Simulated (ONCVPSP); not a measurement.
# Varying the ONCV potential for Au (Z = 79)

Base potential:

ONCVPSP 4.0.1 input, shortened (lines: element, Z, core and valence counts, functional; n l f; lmax; l rc ep ncon nbas qcut; lloc lpopt rc5 dvloc0; l nproj debl; icmod fcfact rcfact), PBE, scalar-relativistic:

```
  Au 79.00   10    3        4      upf
    1    0    2.00
    2    0    2.00
    2    1    6.00
    3    0    2.00
    3    1    6.00
    3    2   10.00
    4    0    2.00
    4    1    6.00
    4    2   10.00
    4    3   14.00
    5    0    2.00
    5    1    6.00
    5    2    9.00
    2
    0    1.60    0.00    4    8    6.00
    1    1.15    0.00    4    8    6.20
    2    1.15    0.00    3    7    9.20
    2    5    1.15    0.00
    0    2    3.20
    1    2    3.50
    2    0    1.50
    0    0.00    0.00
```

In the s channel the program set the typed energies aside and used -4.778, 0.050 Ha.

All-electron outer shells of the reference configuration (PBE, scalar-relativistic, ld1.x):

```
shell  level (eV)  outermost node (bohr)  outermost maximum (bohr)
   4f     -102.84                      –                      0.37
   5p      -81.30                   0.52                      0.96
   5d      -27.33                   0.56                      1.20
```

Cutoffs, loose and tight: the cutoffs (Ha) at which the residual kinetic energy of the hardest occupied pseudo-wave falls to 1 and 0.1 mHa per electron. They do not see the model core or the augmentation charge, which bear on the density cutoff. Test errors are all-electron minus pseudo excitation energies from the reference, over the configurations 5s2 5p6 5d10 6s1; 5s2 5p6 5d10; 5s2 5p6 5d8; 5s2 5p6 5d7. A dash means not determined; rows that change the core or the reference have their own tests.

1 further variants are left out, since the program set their typed debl aside.

| change | outcome | cutoff, loose | cutoff, tight | bound ghosts | GHOST(+) flags above zero | largest test error (meV) |
| --- | --- | --- | --- | --- | --- | --- |
| base | generated, projector energies reset by the program | 141 Ha | 164 Ha | none | s | -17 |
| all radii scaled by about 0.86 (s 1.38, p 0.98, d 0.98 bohr) | generated, projector energies reset by the program | 190 Ha | 220 Ha | none | none | +21 |
| s: qcut 5.3; p: qcut 5.5; d: qcut 8.1 | generated, projector energies reset by the program | 144 Ha | 167 Ha | none | none | -16 |
| s: ncon 5, nbas 9 | generated, projector energies reset by the program | 141 Ha | 164 Ha | none | s | +61 |
| s: rc 2.1 | generated, projector energies reset by the program | 141 Ha | 164 Ha | none | none | -17 |
| p: nproj 3 | generated, projector energies reset by the program | 141 Ha | 164 Ha | none | s, p | -17 |
| s: qcut 4.5 | generated, projector energies reset by the program | 141 Ha | 164 Ha | none | s | -17 |
